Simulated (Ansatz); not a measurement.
Compare A (`C=[N][Al]([OH])[SiH3]`) with its isomer B (`O=C[N]([AlH2])[SiH3]`).

Calculated with Ansatz (gas phase, PBE0-D4/def2-TZVP geometries, no zero-point term in ΔE). CCSD(T)/CBS is the MP2 limit (def2-TZVPP, def2-QZVPP) plus CCSD(T) − MP2 in def2-TZVPP, frozen cores. DFT in def2-TZVPP. B3LYP here is the variant with VWN-RPA as its local correlation; programs differ in this. One conformer a species, not always the lowest.

Problem. Which is lower in electronic energy at CCSD(T)/CBS, and by how much? (Best estimate.)

Solution. The calculation gave: A, by 9.3 kcal/mol.

Problem. Give E(B) − E(A) in kcal/mol with HF/def2-TZVPP, B3LYP, ωB97M-V, B3LYP-D4, r2SCAN-D4, CCSD/def2-TZVPP, PBE-D4. (An estimate is asked.)

Solution. Computed: HF/def2-TZVPP 6.6, B3LYP 10.1, ωB97M-V 6.0, B3LYP-D4 8.1, r2SCAN-D4 7.8, CCSD/def2-TZVPP 9.1, PBE-D4 8.5. None reverses the order clearly.

Largest T1 diagnostic: 0.015.

The D4 term adds −2.0 kcal/mol with B3LYP and −1.0 kcal/mol with PBE0; it sums over pairs of atoms, weighted by their polarisabilities, and B3LYP, whose exchange is more repulsive, gets the larger term.
